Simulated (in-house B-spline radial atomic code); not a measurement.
# Binding energies in Cr²⁺

NIST's tabulated ground configuration is [Ar] 3d4; each binding energy is the energy of the ion with one electron taken from that subshell, relaxed, less that of the parent. Level of theory: Dirac-Hartree-Fock, average of configuration, Fermi nucleus of rms radius 3.6452 fm; calculated with a radial B-spline atomic code at the basis-set limit. Energies include first-order Breit, QED and recoil terms.

| subshell | X-ray name | binding energy (eV) | -ε (eV) | relaxation (eV) |
| --- | --- | --- | --- | --- |
| 1s | K | 6020.8 | 6067.8 | 38.2 |
| 2s | L1 | 730.3 | 746.8 | 15.9 |
| 2p1/2 | L2 | 615.9 | 633.9 | 17.3 |
| 2p3/2 | L3 | 607.5 | 625.1 | 17.2 |
| 3s | M1 | 110.6 | 114.1 | 3.5 |
| 3p1/2 | M2 | 76.53 | 79.75 | 3.16 |
| 3p3/2 | M3 | 75.52 | 78.64 | 3.09 |
| 3d | M4,5 | 28.75 | 30.78 | 2.04 |

Relaxation = -ε minus the binding energy without Breit, QED and recoil terms.

Emission lines follow as differences of binding energies, with λ = 12398.42 eV·Å / E:

```json
{"line": "K-L3", "holes": "1s → 2p3/2", "energy (eV)": "5413.3", "wavelength (Å)": "2.2904"}
{"line": "K-L2", "holes": "1s → 2p1/2", "energy (eV)": "5404.9", "wavelength (Å)": "2.2939"}
{"line": "K-M3", "holes": "1s → 3p3/2", "energy (eV)": "5945.3", "wavelength (Å)": "2.0854"}
{"line": "L1-M3", "holes": "2s → 3p3/2", "energy (eV)": "654.8", "wavelength (Å)": "18.935"}
{"line": "L3-M1", "holes": "2p3/2 → 3s", "energy (eV)": "496.9", "wavelength (Å)": "24.952"}
```

**Question.** What screening constant σ does Moseley's law, E = (3/4)·13.6057 eV·(Z - σ)², need for K-L3?

**Answer.** σ = 0.97.

**Question.** What does it cost to remove both a 2p3/2 and a 3p1/2 electron?

**Answer.** 707.78 eV, which is 23.73 eV more than the two single binding energies together.

**Question.** What does it cost to remove both a 1s and a 3p1/2 electron?

**Answer.** 6122.9 eV, which is 25.56 eV more than the two single binding energies together.

**Question.** What does it cost to remove both a 2p3/2 and a 3d electron?

**Answer.** 657.62 eV, which is 21.35 eV more than the two single binding energies together.
